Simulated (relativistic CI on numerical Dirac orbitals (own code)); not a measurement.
One change at a time: Tb18+

Base calculation: Dirac-Coulomb-Breit CI, orbitals from a KLI potential per configuration, model QED, unscaled Slater integrals.

CI space (outside the closed core [Ar] 3d10 4s2): 4p6 4d10 4f, 4p6 4d10 5s, 4p6 4d10 5p, 4p6 4d9 4f2, 4p6 4d10 5d, 4p6 4d9 5s2, 4p5 4d10 4f2, 4p6 4d10 5f, 4p6 4d9 4f 5s, 4p6 4d10 6s, 4p6 4d9 5s 5p, 4p6 4d10 6p, 4p6 4d9 5p2, 4p6 4d10 5g, 4p6 4d9 4f 5p, 4p6 4d9 5s 5d. Levels of other configurations are missing.

The lowest level and the first level of each name with at least 55 % of one term (blank where a level has no safe partner in the second run):

```
              Level  Base (cm⁻¹)  Shift (cm⁻¹)
4p6 4d10 4f 2F°_5/2            0             0
4p6 4d10 4f 2F°_7/2        10087          -131
 4p6 4d10 5s 2S_1/2       264667         -3755
4p6 4d10 5p 2P°_1/2       514202         -3326
4p6 4d10 5p 2P°_3/2       605499         -3179
 4p6 4d10 5d 2D_3/2       996109         -3130
 4p6 4d10 5d 2D_5/2      1014113         -3107
 4p6 4d9 4f2 4F_3/2      1155114          -870
 4p6 4d9 4f2 4F_5/2      1158125          -861
 4p6 4d9 4f2 4F_7/2      1164122          -908
 4p6 4d9 4f2 4F_9/2      1173063          -958
 4p6 4d9 4f2 4D_5/2      1188916          -631
4p6 4d9 4f2 4K_15/2      1191740          -777
4p6 4d9 4f2 4K_13/2      1192249          -632
```

At this charge transitions that keep the count of f electrons are usually good to a few per cent. Terms inside the open d or f shell come out 10 to 20 % too wide with unscaled integrals. Levels that differ in their count of f electrons can be misplaced by several ten thousand cm⁻¹, since the correlation energy of f electrons is missing or only estimated; rates across such gaps can be off by orders of magnitude.

(1) One thing was changed in a second run, which moved the levels as shown. Which?
A. Breit term removed
B. P86 correlation estimate
C. configuration mixing switched off
D. one mean potential for all configurations
E. QED terms removed

Results:

(1) D. One mean potential for all configurations. One potential for all configurations removes the relaxation of the orbitals, which moves whole configurations and changes the integrals a little.

LS names give the leading component of a level, which can be under half, so a name can repeat, a term be missing and a line seem to break the LS rules.
